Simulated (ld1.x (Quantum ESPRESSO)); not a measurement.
**Building the TM potential for Te (LDA (PZ), scalar-relativistic).**

| Item | Value |
| --- | --- |
| Element | Te (Z = 52) |
| Generator | ld1.x (Quantum ESPRESSO) 7.5 |
| Type | norm-conserving Troullier–Martins (Kleinman–Bylander form) |
| Functional | LDA (PZ) |
| Relativity | scalar-relativistic |
| Frozen core | [Kr] |
| Valence charge | 16 |
| Reference configuration | 4d10 5s2 5p2.5 (charge +1.5) |
| Partial waves | 5s (bound): rc 1.80 bohr; 5p (bound): rc 1.65 bohr; 4d (bound): rc 1.45 bohr |
| Local potential | all-electron potential smoothed inside 1.20 bohr (lloc = -2) |
| Core correction | Bessel-smoothed model core inside 1.18 bohr |

All-electron outer shells of the reference configuration (LDA (PZ), scalar-relativistic, ld1.x):

```tsv
shell	level (eV)	outermost node (bohr)	outermost maximum (bohr)
4p	-128.33	0.38	0.74
4d	-55.77	0.36	0.81
5s	-28.30	0.91	1.75
5p	-18.15	1.00	2.06
```

Calculated quality:

* Cutoffs needed: 100 Ry and 160 Ry (the cutoffs (Ry, on a coarse ladder) from which the occupation-weighted sum of valence levels, in a spherical-Bessel basis at the reference potential, stays within 10 and 1 mRy of its value at 400 Ry)
* Ghost test: ghost state, extra bound levels that the all-electron valence spectrum of the same l lacks: s at -78.3 eV; a true bound ghost makes a file unfit for plane-wave use (spherical-Bessel basis up to 400 Ry, 20 bohr box)
* Largest excitation error: +92 meV (all-electron minus pseudo) for 4d9 5s2 5p4, out of 7 test configurations

Generation and tests took about 2.5 s on one core of a shared server CPU.
